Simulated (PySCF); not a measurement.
Compound: C9H16P (charge -1).
Numbering: `[CH3:1][CH:2]([CH3:3])[CH2:4][P-:5][C:6]1=[CH:7][CH2:8][CH2:9][CH2:10]1`

Definitions: NICS(0) = −σiso at the ring centroid; NICS(1) = −σiso and NICS(1)zz = −σzz at ±1 Å along the ring normal z. Level: GIAO PBE/pcSseg-1 (PySCF, non-relativistic, gas phase) on the PBE0-D3(BJ)/def2-SVP geometry, one conformer.

Ring bond lengths (Å): C6–C7 1.374, C7–C8 1.504, C8–C9 1.535, C9–C10 1.531, C10–C6 1.524.

Give the NICS values of each ring in ppm.

| ring | type | NICS(0) | NICS(1), two faces | NICS(1)zz, two faces | rms pucker (Å) | centre to ring atoms, mean (Å) |
| --- | --- | --- | --- | --- | --- | --- |
| C6–C7–C8–C9–C10 | 5-membered carbocycle; formal bonds 1 double, 4 single | -2.8 | -4.2 / -2.5 | -4.0 / -2.5 | 0.14 | 1.26 |

What can be read from them?

- C6–C7–C8–C9–C10: mean NICS(1)zz -3.3 ppm, shielded. C8, C9, C10 have four or more neighbours, and the NICS criterion for π rings isn't applied.

At the second NICS(1) probe listed for ring C6–C7–C8–C9–C10, 1 Å off the ring, how large is the induced field along the normal in 9.4 T applied along it?

NICSzz × B0 = -2.5 ppm × 9.4 T = -24 μT, against the applied field.

List the ring angles.

- C6–C7–C8–C9–C10: C6 107.6°, C7 112.7°, C8 102.2°, C9 104.0°, C10 104.2°; sum 530.6° against 540° for a flat convex ring.

How shielded are the nuclei of the rings and their hydrogens (means over atoms taken as equivalent)?

```tsv
atoms	environment	σ isotropic (ppm)
C6	fully substituted alkene carbon	9.6
C7	alkene CH carbon	83.9
C8	allylic carbon	138.9
C9	ring CH2 carbon	147.4
C10	allylic carbon	135.6
H on C7	vinylic hydrogen	27.54
H on C8 (×2)	methylene hydrogen	28.49
H on C9 (×2)	methylene hydrogen	29.74
H on C10 (×2)	methylene hydrogen	28.88
```

How do the values depend on the level or the medium?

```csv
level,"NICS(0), C6–C7–C8–C9–C10","mean NICS(1)zz, C6–C7–C8–C9–C10"
"PBE/pcSseg-1, gas",-2.8,-3.3
"PBE0/pcSseg-1, gas",-3.0,-3.4
"PBE0/pcSseg-1, IEF-PCM acetone",-2.7,-3.2
"PBE0/pcSseg-1, IEF-PCM water",-2.7,-3.2
```

The geometry is the same throughout; the continuum's cavity takes Bondi-type radii × 1.2.

On one thread, Arm Neoverse N1 (aarch64) (shared host), this took 2.3 min wall and 0.95 GiB of memory at its peak. This is the whole shielding run at PBE/pcSseg-1, SCF included.
